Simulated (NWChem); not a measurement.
System: AgF; SMILES [F][Ag]

```xyz
2

Ag     0.0000     0.0000    -0.3242
F      0.0000     0.0000     1.6617
```
Atoms are numbered in this order, from 1.

Geometry: optimised at PBE0-D3(BJ)/def2-TZVP. def2 effective core potentials on Ag; no spin-orbit coupling.

Problem. List the 4 lowest vertical singlet excitations and the 4 lowest triplet ones from Hartree-Fock/def2-SVPD with def2 effective core potentials on Ag, CIS (NWChem).

Solution. 
```json
[
 {"state": "S1", "energy (eV)": "4.75", "oscillator strength": "0.001", "leading excitation (squared amplitude)": "HOMO → LUMO (0.72)"},
 {"state": "S2", "energy (eV)": "5.44", "oscillator strength": "0.019", "leading excitation (squared amplitude)": "HOMO−1 → LUMO (0.54)"},
 {"state": "S3", "energy (eV)": "5.44", "oscillator strength": "0.019", "leading excitation (squared amplitude)": "HOMO−2 → LUMO (0.54)"},
 {"state": "S4", "energy (eV)": "7.81", "oscillator strength": "0.007", "leading excitation (squared amplitude)": "HOMO−5 → LUMO (0.50)"},
 {"state": "T1", "energy (eV)": "3.81", "oscillator strength": "spin-forbidden", "leading excitation (squared amplitude)": "HOMO → LUMO (0.68)"},
 {"state": "T2", "energy (eV)": "4.80", "oscillator strength": "spin-forbidden", "leading excitation (squared amplitude)": "HOMO−1 → LUMO (0.24)"},
 {"state": "T3", "energy (eV)": "4.80", "oscillator strength": "spin-forbidden", "leading excitation (squared amplitude)": "HOMO−2 → LUMO (0.24)"},
 {"state": "T4", "energy (eV)": "5.55", "oscillator strength": "spin-forbidden", "leading excitation (squared amplitude)": "HOMO−4 → LUMO (0.51)"}
]
```
